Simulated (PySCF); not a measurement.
CH₆Cl₂Si₂, SMILES [SiH3]C[SiH](Cl)Cl. Atoms are numbered in the order given.

```xyz
11

Si    -1.7219    -1.5604     0.4536
C     -0.3578    -1.2811    -0.8298
Si     0.7247     0.2106    -0.6155
Cl    -0.4376     1.9203    -0.6744
Cl     1.6806     0.1124     1.2160
H     -2.4845    -2.7928     0.0926
H     -2.6565    -0.3988     0.4719
H     -1.1251    -1.7382     1.8084
H     -0.8253    -1.2133    -1.8298
H      0.2980    -2.1715    -0.8443
H      1.7692     0.3411    -1.6610
```
Charge 0, spin multiplicity 1.

The structure is a stationary point at r2SCAN-D4/def2-SVP. One conformer was computed; it need not be the lowest.

Computed with r2SCAN/def2-TZVP (PySCF).

Gas-phase values at a fixed geometry.

Computed frontier levels, gap, dipole moment and polarisability:
- highest occupied level = -7.84 eV
- lowest empty level = -0.29 eV
- orbital gap = 7.55 eV
- dipole moment = 2.11 D
- quadrupole, principal values (traceless, Buckingham form, about the centre of nuclear charge) = -1.92, -1.78, 3.70 D·Å
- mean static polarisability = 85.7 bohr³ (12.69 Å³)
- polarisability, principal values = 78.0, 86.5, 92.5 bohr³
